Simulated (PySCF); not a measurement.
PySCF job for CH6ClGeN, SMILES [CH3][Ge@H]([NH2])[Cl], PBE-D3(BJ)/def2-SVP. Geometry optimised at PBE-D3(BJ)/def2-SVP. The structure was generated by enumeration; whether it is a known compound was not checked. Other conformers were not sampled.

```python
import numpy as np
from pyscf import gto, scf, dft, df
from pyscf.hessian import thermo

mol = gto.M(
    atom='''
    C    -1.49895724   -1.29846237   -0.02734512
    Ge    0.01982306   -0.14164161   -0.42490875
    N     1.57293421   -1.11518844   -0.25703656
    Cl   -0.08289208    1.54774295    1.00129681
    H    -1.52301450   -2.14445776   -0.74141351
    H    -1.40827084   -1.69318079    1.00311456
    H    -2.44116638   -0.72356033   -0.10284910
    H     0.02384323    0.49046764   -1.83785315
    H     1.68582830   -1.54111159    0.67086451
    H     2.42081147   -0.57016245   -0.45350271
    ''',
    basis='def2-SVP',
    charge=0,
    spin=0,
    max_memory=1600,
    verbose=3,
)
mf = dft.RKS(mol, xc='pbe').density_fit(auxbasis='def2-universal-jkfit')
mf.disp = 'd3bj'
mf.grids.level = 3
mf.conv_tol = 1e-11
mf.max_cycle = 100
mf.kernel()

# [left out here: the lines that compute and print the analytic Hessian (its translational invariance restored by hand, since the grid's response is missing), thermochemistry and intensities]
```

It prints:

```
converged SCF energy = -2632.63246475282

WARN: DFTD3 does not support analytical Hessian, using finite difference


WARN: Mole.unit (angstrom) is changed to Bohr

Mode                                 0                   1                   2
Irrep
Freq [cm^-1]                       97.9880            152.3859            176.3626
Reduced mass [au]                   1.0269              3.5820              2.4527
Force const [Dyne/A]                0.0058              0.0490              0.0449
Char temp [K]                     140.9830            219.2494            253.7465
Normal mode                   x     y     z       x     y     z       x     y     z
       0   C                -0.00  0.00  0.01   -0.03  0.13  0.10    0.09 -0.06  0.03
       1  Ge                -0.00  0.00 -0.00    0.04 -0.00 -0.02    0.02  0.03 -0.00
       2   N                 0.00  0.00 -0.02    0.02 -0.03 -0.04   -0.08 -0.13 -0.04
       3  Cl                 0.01 -0.01  0.01   -0.08 -0.03  0.01   -0.03  0.03  0.00
       4   H                 0.32 -0.30  0.36   -0.19  0.08  0.16    0.14 -0.07  0.04
       5   H                -0.29  0.46  0.21   -0.00  0.20  0.12    0.17 -0.04  0.03
       6   H                -0.04 -0.14 -0.54    0.03  0.24  0.14    0.03 -0.15  0.07
       7   H                -0.01  0.01 -0.00    0.06 -0.01 -0.02    0.03  0.07  0.02
       8   H                -0.00 -0.01 -0.03    0.08  0.01 -0.03   -0.24 -0.36 -0.13
       9   H                -0.00  0.02 -0.00    0.03 -0.09 -0.15    0.02 -0.21  0.16
Mode                                 3                   4                   5
Irrep
Freq [cm^-1]                      189.4701            249.9885            381.2899
Reduced mass [au]                   3.6852              1.2301             33.1039
Force const [Dyne/A]                0.0779              0.0453              2.8356
Char temp [K]                     272.6052            359.6778            548.5913
Normal mode                   x     y     z       x     y     z       x     y     z
       0   C                -0.04  0.00 -0.08    0.04 -0.03 -0.01   -0.02 -0.02 -0.00
       1  Ge                 0.01 -0.02  0.06   -0.00  0.02 -0.01    0.00 -0.05 -0.04
       2   N                 0.02 -0.04 -0.13   -0.06 -0.07  0.05    0.02 -0.01  0.00
       3  Cl                -0.03  0.05 -0.02   -0.00  0.00  0.01   -0.00  0.11  0.09
       4   H                 0.01  0.05 -0.13    0.13 -0.03 -0.01   -0.05 -0.03  0.02
       5   H                -0.17 -0.06 -0.09    0.08 -0.03 -0.01   -0.00  0.01  0.01
       6   H                -0.01  0.04 -0.16   -0.02 -0.11 -0.01   -0.00  0.01  0.01
       7   H                -0.01  0.00  0.06    0.07 -0.05 -0.04    0.02 -0.01 -0.03
       8   H                 0.19 -0.06 -0.16    0.23  0.47  0.26    0.01  0.00  0.01
       9   H                -0.00 -0.05 -0.28   -0.06 -0.28 -0.58    0.01  0.01  0.01
Mode                                 6                   7                   8
Irrep
Freq [cm^-1]                      565.7140            596.0914            604.7795
Reduced mass [au]                   1.5874              3.2497              1.1607
Force const [Dyne/A]                0.2993              0.6803              0.2501
Char temp [K]                     813.9365            857.6428            870.1431
Normal mode                   x     y     z       x     y     z       x     y     z
       0   C                 0.01  0.00 -0.01   -0.18 -0.13  0.03    0.02  0.04 -0.04
       1  Ge                 0.00 -0.01 -0.00    0.02  0.03 -0.01   -0.02 -0.01  0.01
       2   N                -0.08  0.13  0.06    0.04 -0.01  0.00    0.03 -0.04 -0.02
       3  Cl                 0.01 -0.00 -0.00    0.00 -0.00 -0.00    0.00  0.00 -0.01
       4   H                -0.03 -0.03  0.03   -0.22 -0.18  0.10    0.03 -0.07  0.10
       5   H                 0.07  0.06  0.01   -0.10 -0.08  0.05    0.33  0.19 -0.00
       6   H                 0.01  0.00  0.03   -0.21 -0.17  0.10   -0.06 -0.09  0.13
       7   H                 0.26  0.05  0.03    0.21  0.09  0.02    0.66  0.27  0.14
       8   H                 0.12 -0.47 -0.27    0.07 -0.05 -0.01    0.17  0.04  0.01
       9   H                 0.09 -0.31 -0.34    0.03 -0.02 -0.02   -0.15  0.28  0.07
Mode                                 9                  10                  11
Irrep
Freq [cm^-1]                      684.8543            713.4486            790.6137
Reduced mass [au]                   1.7142              1.3815              1.2377
Force const [Dyne/A]                0.4737              0.4143              0.4558
Char temp [K]                     985.3529           1026.4937           1137.5171
Normal mode                   x     y     z       x     y     z       x     y     z
       0   C                -0.01 -0.03 -0.01    0.03 -0.02 -0.03   -0.06  0.09  0.05
       1  Ge                 0.04 -0.02  0.01   -0.03  0.00 -0.00    0.01 -0.01 -0.01
       2   N                -0.13  0.05 -0.03    0.11 -0.04  0.04    0.02  0.00  0.02
       3  Cl                -0.00  0.00 -0.01    0.00  0.00 -0.01   -0.00 -0.00 -0.00
       4   H                -0.15 -0.09  0.07   -0.20 -0.08  0.06    0.49  0.20 -0.12
       5   H                 0.00  0.05  0.02    0.00  0.11  0.03    0.08 -0.20 -0.07
       6   H                 0.05  0.06  0.02    0.15  0.18 -0.00   -0.34 -0.39 -0.00
       7   H                -0.13  0.49  0.24   -0.26  0.54  0.24   -0.20  0.34  0.15
       8   H                -0.24  0.30  0.10    0.05 -0.08  0.03    0.03 -0.06 -0.02
       9   H                -0.17  0.14  0.03    0.24 -0.30 -0.08    0.03 -0.03 -0.03
Mode                                12                  13                  14
Irrep
Freq [cm^-1]                      816.2257            895.5572           1206.1625
Reduced mass [au]                   1.2122              1.1627              1.2318
Force const [Dyne/A]                0.4758              0.5494              1.0558
Char temp [K]                    1174.3670           1288.5074           1735.3993
Normal mode                   x     y     z       x     y     z       x     y     z
       0   C                 0.04 -0.03  0.11   -0.02  0.02 -0.01   -0.10 -0.08  0.02
       1  Ge                -0.01  0.00 -0.01   -0.01 -0.01  0.01    0.00  0.00  0.00
       2   N                -0.00 -0.00 -0.00    0.03  0.05 -0.06   -0.00  0.00  0.00
       3  Cl                 0.00 -0.00 -0.00    0.00  0.00 -0.00   -0.00 -0.00 -0.00
       4   H                 0.10  0.23 -0.20    0.07 -0.00  0.01    0.42  0.16 -0.25
       5   H                -0.49 -0.31  0.03    0.09  0.03 -0.01    0.43  0.25  0.09
       6   H                 0.20  0.19 -0.24   -0.07 -0.07  0.04    0.24  0.44 -0.11
       7   H                 0.43  0.21  0.09    0.29 -0.09 -0.03   -0.03 -0.00 -0.01
       8   H                -0.02  0.03  0.01   -0.53  0.29  0.12    0.01 -0.00 -0.00
       9   H                -0.00  0.01  0.01    0.38 -0.45  0.09   -0.01  0.01  0.01
Mode                                15                  16                  17
Irrep
Freq [cm^-1]                     1378.1359           1383.0612           1505.2245
Reduced mass [au]                   1.0491              1.0491              1.0965
Force const [Dyne/A]                1.1739              1.1824              1.4638
Char temp [K]                    1982.8307           1989.9171           2165.6829
Normal mode                   x     y     z       x     y     z       x     y     z
       0   C                 0.04 -0.04  0.03   -0.01  0.03  0.05   -0.00  0.00  0.00
       1  Ge                 0.00 -0.00  0.00   -0.00  0.00  0.00   -0.00  0.00  0.00
       2   N                 0.00  0.00 -0.00   -0.00  0.00 -0.00    0.07 -0.01  0.03
       3  Cl                -0.00  0.00 -0.00    0.00  0.00  0.00   -0.00  0.00  0.00
       4   H                -0.38  0.39 -0.46   -0.32 -0.06  0.14   -0.01 -0.01  0.01
       5   H                 0.04  0.46  0.21    0.48 -0.35 -0.15    0.03 -0.02 -0.01
       6   H                -0.16 -0.35 -0.20    0.02 -0.02 -0.67    0.01  0.01 -0.03
       7   H                -0.01  0.00 -0.00   -0.00 -0.01 -0.01    0.01 -0.01 -0.02
       8   H                -0.01  0.01  0.00    0.03  0.01 -0.00   -0.65 -0.19  0.01
       9   H                 0.00 -0.01 -0.01    0.02 -0.02  0.02   -0.29  0.28 -0.54
Mode                                18                  19                  20
Irrep
Freq [cm^-1]                     2098.4534           2990.8077           3100.2049
Reduced mass [au]                   1.0208              1.0329              1.1042
Force const [Dyne/A]                2.6484              5.4435              6.2531
Char temp [K]                    3019.2072           4303.1065           4460.5046
Normal mode                   x     y     z       x     y     z       x     y     z
       0   C                 0.00  0.00  0.00   -0.03 -0.03  0.01   -0.01 -0.01 -0.09
       1  Ge                -0.00 -0.01  0.01    0.00  0.00 -0.00   -0.00 -0.00 -0.00
       2   N                -0.00 -0.00  0.00   -0.00 -0.00  0.00    0.00 -0.00  0.00
       3  Cl                -0.00  0.00  0.00   -0.00 -0.00 -0.00    0.00  0.00  0.00
       4   H                -0.00  0.00  0.00    0.00  0.45  0.39    0.01  0.47  0.38
       5   H                -0.01 -0.01  0.00   -0.06  0.20 -0.54    0.06 -0.26  0.67
       6   H                 0.00 -0.00  0.00    0.44 -0.29  0.04    0.09 -0.06 -0.01
       7   H                 0.00  0.41 -0.90   -0.00 -0.00  0.00   -0.00 -0.00  0.00
       8   H                 0.01 -0.00  0.00   -0.00 -0.00 -0.00    0.00 -0.00 -0.00
       9   H                 0.00 -0.00  0.01   -0.00  0.00 -0.00    0.00  0.00  0.00
Mode                                21                  22                  23
Irrep
Freq [cm^-1]                     3107.5150           3440.3485           3535.0359
Reduced mass [au]                   1.1044              1.0504              1.0934
Force const [Dyne/A]                6.2833              7.3252              8.0507
Char temp [K]                    4471.0222           4949.8956           5086.1296
Normal mode                   x     y     z       x     y     z       x     y     z
       0   C                 0.06 -0.07  0.00    0.00 -0.00 -0.00    0.00  0.00 -0.00
       1  Ge                 0.00 -0.00  0.00   -0.00  0.00  0.00   -0.00 -0.00  0.00
       2   N                -0.00  0.00 -0.00    0.04  0.00  0.03   -0.04 -0.05  0.05
       3  Cl                -0.00  0.00  0.00   -0.00  0.00  0.00    0.00 -0.00 -0.00
       4   H                 0.02  0.34  0.30   -0.00  0.00  0.00    0.00 -0.00 -0.00
       5   H                -0.01  0.08 -0.25    0.00  0.00 -0.00    0.00  0.00  0.00
       6   H                -0.68  0.41 -0.06   -0.00  0.00 -0.00    0.00 -0.00  0.00
       7   H                 0.00  0.00 -0.00   -0.00  0.00 -0.00   -0.00  0.00 -0.00
       8   H                -0.00 -0.00  0.00   -0.06  0.32 -0.63   -0.08  0.27 -0.59
       9   H                 0.00  0.00 -0.00   -0.55 -0.35  0.16    0.57  0.36 -0.13
temperature 298.1500 [K]
pressure 101325.00 [Pa]
Rotational constants [GHz] 4.96349 2.66400 2.01847
Symmetry number 1
Zero-point energy (ZPE) 0.06985 [Eh]   183385.843 [J/mol]
                           tot       elec      trans        rot        vib
Entropy [J/mol/K]       350.551      0.000    170.389    112.509     67.653
Cv [J/mol/K]            100.192      0.000     12.472     12.472     75.248
Cp [J/mol/K]            108.506      0.000     20.786     12.472     75.248
Internal energy [J/mol]                      3718.434   3718.434 194784.316
Internal energy [Eh]   -2632.55544  -2632.63246
Enthalpy [J/mol]                             6197.391   3718.434 194784.316
Enthalpy [Eh]          -2632.55450
Gibbs free energy [J/mol]                  -44604.225 -29826.032 174613.600
Gibbs free energy [Eh] -2632.59431
mode   freq/cm-1   IR/(km/mol)
   1       97.99         0.086
   2      152.39         5.608
   3      176.36         3.732
   4      189.47         5.886
   5      249.99        33.747
   6      381.29        51.867
   7      565.71       177.852
   8      596.09         7.429
   9      604.78        59.647
  10      684.85        22.259
  11      713.45        21.267
  12      790.61        77.616
  13      816.23        45.997
  14      895.56        29.003
  15     1206.16         8.279
  16     1378.14         4.346
  17     1383.06         3.191
  18     1505.22        19.209
  19     2098.45       112.656
  20     2990.81         1.399
  21     3100.20         1.191
  22     3107.51         0.876
  23     3440.35        13.062
  24     3535.04        15.268
max |gradient| / (hartree/bohr): 5.5989400984724234e-05
APT charges: [-0.3178  1.5107 -0.7104 -0.5912  0.0159  0.0205  0.0298 -0.2649  0.1526
  0.1548]
```

The run converged.

Cost: very roughly 90 core-seconds.
